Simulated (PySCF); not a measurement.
**Telling isomers of C$_{6}$H$_{7}$F$_{3}$Si apart by NMR**

[PySCF 2.14: σ from GIAO-PBE0/pcSseg-1; coordinates at the PBE0-D3(BJ)/def2-SVP level; one computed conformer; non-relativistic; no solvent; rapidly exchanging positions averaged]

References, each an isolated molecule treated in the same way: $^{1}$H (31.27 ppm) and $^{13}$C (184.41 ppm) vs TMS. Splittings of carbon signals by F and P are missing where no couplings were computed. Where no couplings were computed, multiplicities follow the n + 1 count of equivalent neighbours, and m marks all less simple cases (inequivalent or close neighbours, rings, F or P nearby). Shifts are as computed. Against solution values, carbons near 30 ppm lie about +2 ppm off and those near 130 ppm about +5 ppm. Of 1211 compounds with measured shifts, 218 miss one by over three times the rms of a fit or turn the order of signals round; such compounds aren't used in these exercises.

(1) Tabulate the signals of `CC1=C(C(F)(F)F)C=C[SiH2]1`, `FC(F)(F)CC1=CC=C[SiH2]1`, `FC(F)=C(F)/C=C\[C@@H]1C[SiH2]1`, `FC(F)(F)C#CC1C[SiH2]C1` and their relative energies.

(2) What is the quickest way to tell FC(F)(F)CC1=CC=C[SiH2]1 from FC(F)(F)C#CC1C[SiH2]C1?

(3) What is the quickest way to tell FC(F)=C(F)/C=C\[C@@H]1C[SiH2]1 from FC(F)(F)C#CC1C[SiH2]C1?

(4) What is the quickest way to tell CC1=C(C(F)(F)F)C=C[SiH2]1 from FC(F)(F)CC1=CC=C[SiH2]1?

Answers

(1) 
```tsv
SMILES	carbon types	δC	δH	E rel. (kcal/mol)
CC1=C(C(F)(F)F)C=C[SiH2]1	3×C 2×CH 1×CH3	158.2, 152.6, 148.6, 129.3, 128.5, 15.8	7.24 (m, 1H), 6.19 (m, 1H), 4.68 (m, 2H), 2.29 (s, 3H)	2.8
FC(F)(F)CC1=CC=C[SiH2]1	2×C 3×CH 1×CH2	156.9, 154.6, 141.3, 136.1, 131.5, 41.8	7.15 (m, 1H), 6.91 (d, 1H), 6.42 (m, 1H), 4.69 (m, 2H), 3.00 (m, 2H)	0.0
FC(F)=C(F)/C=C\[C@@H]1C[SiH2]1	2×C 3×CH 1×CH2	161.7, 143.1, 137.4, 112.9, 13.1, 2.6	5.54 (m, 1H), 5.15 (m, 1H), 2.98 (m, 1H), 2.73 (m, 1H), 2.68 (m, 1H), 1.11 (m, 1H), 0.62 (m, 1H)	53.5
FC(F)(F)C#CC1C[SiH2]C1	3×C 1×CH 2×CH2	119.9, 98.3, 75.1, 25.9, 19.4	4.70 (m, 1H), 4.67 (m, 1H), 3.07 (m, 1H), 1.54 (m, 2H), 1.51 (m, 2H)	39.6
```

Energies are electronic energies at PBE0/pcSseg-1 on these geometries, without zero-point or thermal terms, each for the one conformer computed, which needn't be the lowest.

(2) Count the carbon signals: 6 against 5. The first has an alkene CH at 156.9 ppm, the second a propargylic sp3 CH at 25.9 ppm. Their most deshielded carbons lie at 156.9 and 119.9 ppm. In the proton spectra the most deshielded non-exchanging signals are 7.15 (m, 1H) and 4.70 (m, 1H).

(3) Count the carbon signals: 6 against 5. The first has an alkene CH at 143.1 ppm, the second an alkyne carbon (C) at 75.1 ppm. Their most deshielded carbons lie at 161.7 and 119.9 ppm. In the proton spectra the most deshielded non-exchanging signals are 5.54 (m, 1H) and 4.70 (m, 1H).

(4) Both give the same number of carbon signals, but DEPT or the intensities differ. The first has an allylic methyl carbon (CH3) at 15.8 ppm, the second an allylic sp3 CH2 at 41.8 ppm. Their most deshielded carbons lie at 158.2 and 156.9 ppm.
